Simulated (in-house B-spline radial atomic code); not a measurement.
# Au V (Au4+): [Ar] 3d10 4s2 (4p1/2)2 (4p3/2)3 4d10 4f14 5s2 5p6 5d8 (with a hole in an inner shell)

Method: Dirac-Hartree-Fock, average of the jj configuration, Fermi nucleus of rms radius 5.4371 fm. Calculated with a B-spline radial code for spherical atoms.

Z_r = [3n² - l(l+1)]/(2<r>); Z_e = n√(-2ε); the last column is Slater's effective charge. Values are occupation-weighted means over j. An effective charge above Z reflects the relativistic contraction of the inner shells.

| shell | electrons | ε (eV) | <r> (bohr) | Z_r | Z_e | Slater |
| --- | --- | --- | --- | --- | --- | --- |
| 1s | 2 | -81337 | 0.01687 | 88.93 | 77.32 | 78.70 |
| 2s | 2 | -14558 | 0.07042 | 85.21 | 65.42 | 74.85 |
| 2p | 6 | -12709 | 0.06373 | 78.46 | 61.13 | 74.85 |
| 3s | 2 | -3557.8 | 0.1829 | 73.80 | 48.51 | 67.75 |
| 3p | 6 | -3004.8 | 0.1839 | 67.96 | 44.58 | 67.75 |
| 3d | 10 | -2359.5 | 0.1677 | 62.60 | 39.51 | 57.85 |
| 4s | 2 | -857.31 | 0.4058 | 59.14 | 31.75 | 51.60 |
| 4p | 5 | -681.11 | 0.4289 | 53.63 | 28.30 | 51.60 |
| 4d | 10 | -432.11 | 0.4551 | 46.14 | 22.54 | 40.85 |
| 5s | 2 | -185.65 | 0.9227 | 40.64 | 18.47 | 22.20 |
| 4f | 14 | -169.97 | 0.4859 | 37.05 | 14.14 | 29.45 |
| 5p | 6 | -131.25 | 1.04 | 35.09 | 15.53 | 22.20 |
| 5d | 8 | -64.458 | 1.34 | 25.75 | 10.88 | 9.55 |

The least bound orbital is 5d5/2 at -63.55 eV, and it is also the most diffuse (<r> = 1.356 bohr). The part-filled 4p shell lies below the filled 5p shell in orbital energy.

For the 1s electron the small component carries 9 % of the norm, the zero-frequency Breit interaction raises the level by 302.5 eV, self-energy by 193.7 eV, and vacuum polarisation lowers it by 39.49 eV.
